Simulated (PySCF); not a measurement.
diiodomethane (CH2I2), SMILES C(I)I.

Coordinates come from a PBE0-D3(BJ)/def2-SVP optimisation. The def2 effective core potentials stand for the cores of I; spin–orbit coupling is left out.

Level of theory: TDA-PBE0/def2-SVPD in PySCF.

Vertical excitations. Isolated molecule, no solvent. State labels are in the subgroup C2v.

```tsv
state	symmetry	energy (eV)	λ (nm)	f	main pairs
S1	B1	4.24	293	0.041	HOMO→LUMO 96 %
S2	B2	4.30	288	0.000	HOMO−1→LUMO 98 %
S3	A2	4.47	277	0.000	HOMO−2→LUMO 98 %
S4	A1	4.69	264	0.000	HOMO−3→LUMO 96 %
S5	A1	5.47	226	0.003	HOMO→LUMO+1 96 %
S6	A2	5.66	219	0.000	HOMO−1→LUMO+1 97 %
S7	B2	5.86	212	0.005	HOMO−2→LUMO+1 97 %
S8	B1	6.11	203	0.069	HOMO−3→LUMO+1 89 %
S9	B1	6.72	185	0.160	HOMO→LUMO+2 93 %
S10	B2	6.90	180	0.141	HOMO−1→LUMO+2 96 %
T1	B1	3.55	349	0	HOMO→LUMO 95 %
T2	B2	3.77	329	0	HOMO−1→LUMO 92 %
T3	A2	3.92	316	0	HOMO−2→LUMO 88 %
T4	A1	4.02	308	0	HOMO−3→LUMO 88 %
```
Triplets are in the Tamm–Dancoff approximation.
